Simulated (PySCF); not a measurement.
Ga(Cl)(GeH3)2, H₆ClGaGe₂, SMILES [Cl][Ga]([GeH3])[GeH3] (PBE0/def2-SVP optimised geometry):

```
10

Ga    -1.176     1.537     0.000
Cl    -1.114     2.478     1.961
Ge    -0.366    -0.773     0.000
H      1.176    -0.773     0.000
H     -0.849    -1.526     1.253
H     -0.839    -1.537    -1.252
Ge    -2.044     2.985    -1.773
H     -3.568     2.778    -1.895
H     -1.778     4.470    -1.469
H     -1.415     2.633    -3.135
```

Calculation: PySCF with PBE0/def2-TZVP.

**Question.** What are the frontier orbital energies and the dipole moment?

**Answer.** HOMO-2 -9.08 eV, HOMO-1 -9.01 eV, HOMO -7.32 eV, LUMO -2.27 eV, LUMO+1 -0.67 eV; dipole moment 1.95 D.

Meta-Löwdin charges at PBE0/def2-TZVP: Ga1 0.35, Cl2 -0.31, Ge3 0.08, H4 -0.03, H5 -0.03, H6 -0.04, Ge7 0.08, H8 -0.03, H9 -0.03, H10 -0.04.
